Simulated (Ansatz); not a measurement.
Total energies of Bi3Te from Ansatz at PBE0-D4/def2-TZVP, gas phase (1 Eh = 27.2114 eV = 2625.5 kJ/mol). The reference geometry is relaxed at PBE-D4/def2-SVP.

Cartesian coordinates in Å:
```
Bi 1.526 0.844 -0.038
Bi -0.074 -1.584 -0.726
Bi -1.243 1.160 -1.206
Te -0.208 -0.420 1.969
```

```json
{"state": "charge 0 doublet", "geometry": "reference", "energy (Eh)": "-912.12286"}
{"state": "charge 1 singlet", "geometry": "reference", "energy (Eh)": "-911.88134"}
{"state": "charge 1 singlet", "geometry": "relaxed at PBE-D4/def2-SVP", "energy (Eh)": "-911.91808"}
{"state": "charge 0 quartet", "geometry": "relaxed at PBE-D4/def2-SVP", "energy (Eh)": "-912.08660"}
{"state": "free Bi atom (quartet)", "geometry": "–", "energy (Eh)": "-214.61763"}
{"state": "free Te atom (triplet)", "geometry": "–", "energy (Eh)": "-267.99464"}
```

In the def2 sets Bi, Te take a core potential; there is no spin–orbit coupling.

Other spin states of the ions weren't run at this level and may lie lower.

Question: Work out the vertical ionisation energy to the singlet.

Answer: E(charge 1 singlet) − E(charge 0 doublet) = -911.88134 − (-912.12286) = 0.24152 Eh = 6.57 eV. For comparison, −ε of the highest occupied level of the spin that leaves is 5.04 eV at this level, 1.53 eV less.

Question: How much does the charge 1 singlet relax, and what is the adiabatic ionisation energy?

Answer: Relaxation: -911.88134 − (-911.91808) = 0.03674 Eh = 1.00 eV. Adiabatic ionisation energy: 0.20478 Eh = 5.57 eV, without zero-point energy. Bonds change on the way (0 lost, 1 formed), so the relaxed form is another species. 

Question: Which of the charge 0 states is lowest, and how far above it are the others?

Answer: The doublet. quartet: -912.08660 − (-912.12286) = 0.03626 Eh = 95.2 kJ/mol. The quartet differs in its bonds from the reference.

Question: What is the binding energy per atom against free atoms?

Answer: Atoms: 3 × (-214.61763) + 1 × (-267.99464) = -911.84753 Eh. Binding: -911.84753 − (-912.12286) = 0.27533 Eh = 7.49 eV, or 1.87 eV for each of 4 atoms (no zero-point energy, no counterpoise term).

The restricted singlet is unstable towards broken spin symmetry in Hartree–Fock (as tested in another run); at PBE0-D4/def2-TZVP this wasn't settled. 

The structure comes from a short search, and lower isomers may exist.
